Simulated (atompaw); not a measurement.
## Ta: PAW (atompaw) pseudisation with PBE, scalar-relativistic reference atom.

atompaw 4.2.0.5 input, output lines left out:

```
Ta 73
GGA-PBE scalarrelativistic loggrid 2001 logderivrange -2 5 176
6 6 5 4 0 0
6 0 1.75
6 1 0.25
5 2 3
0 0 0
c
c
c
c
c
v
c
c
c
c
v
c
c
v
c
2
3.00 2.15 2.80 1.56
y
4.25
n
y
2.25
n
y
2.55
n
custom rrkj vanderbiltortho gaussian
3 0.5 ultrasoft
3.00
3.00
3.00
3.00
1.90
3.00
```

All-electron outer shells of the reference configuration (PBE, scalar-relativistic, ld1.x):

| shell | level (eV) | outermost node (bohr) | outermost maximum (bohr) |
| --- | --- | --- | --- |
| 5p | -39.80 | 0.58 | 1.13 |
| 4f | -25.10 | – | 0.44 |
| 6s | -5.70 | 1.32 | 2.74 |
| 5d | -3.93 | 0.65 | 1.58 |
| 6p | -1.59 | 1.59 | 3.85 |

(1) Estimate the cutoffs (Ry, on a coarse ladder) from which the occupation-weighted sum of valence levels, in a spherical-Bessel basis at the reference potential, stays within 10 and 1 mRy of its value at 400 Ry.

(2) Does the potential have ghost states?

(3) Is the overlap operator S = 1 + Σ q|β⟩⟨β| positive definite (Bessel basis up to 400 Ry)?

(4) Which valence shell sets the plane-wave cutoff?

Results:

(1) 25 Ry and 35 Ry.

(2) No extra level below or beside the all-electron valence levels (s, p, d, f tested).

(3) Yes: its lowest eigenvalue is 0.04 (s channel).

(4) 5d: its level needs 30 Ry to come within 1 mRy, against 6 Ry for 6s.
